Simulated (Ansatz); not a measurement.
One change: `[NH2][Ta]([NH2])(=[O])[OH]` becomes `[NH2][Ta]([NH2])(=[O])[Cl]`.

Ansatz, PBE0-D4/def2-TZVP geometries, multiplicity 1. Each molecule was computed in one conformer, which needn't be the lowest.

Elements past krypton have def2 core potentials.

```
                                          property  `[NH2][Ta]([NH2])(=[O])[OH]`
size of the dipole moment (ωB97M-V/def2-TZVPP) / D                          2.80
           HOMO–LUMO gap (ωB97M-V/def2-TZVPP) / eV                         10.83
                HOMO energy (PBE0/def2-TZVPP) / eV                         -7.35
              HOMO–LUMO gap (PBE0/def2-TZVPP) / eV                          7.28
                LUMO energy (PBE0/def2-TZVPP) / eV                         -0.07
             HOMO energy (ωB97M-V/def2-TZVPP) / eV                         -9.68
```

(1) What does the change do to each property? (Estimate.)

Results:

(1) Ansatz gave: 
```tsv
property	`[NH2][Ta]([NH2])(=[O])[Cl]`	shift
size of the dipole moment (ωB97M-V/def2-TZVPP) / D	4.35	1.55
HOMO–LUMO gap (ωB97M-V/def2-TZVPP) / eV	11.16	0.33
HOMO energy (PBE0/def2-TZVPP) / eV	-7.88	-0.53
HOMO–LUMO gap (PBE0/def2-TZVPP) / eV	7.01	-0.27
LUMO energy (PBE0/def2-TZVPP) / eV	-0.87	-0.80
HOMO energy (ωB97M-V/def2-TZVPP) / eV	-10.16	-0.48
```

With PBE0 the HOMO falls by 0.53 eV and the LUMO falls by 0.80 eV, so the gap narrows by about 0.27 eV. PBE moves the HOMO by -0.56 eV and ωB97M-V by -0.48 eV. The zero-point energy changes by -29.7 kJ/mol with -3 modes. Dipoles are sizes alone; their direction can turn.
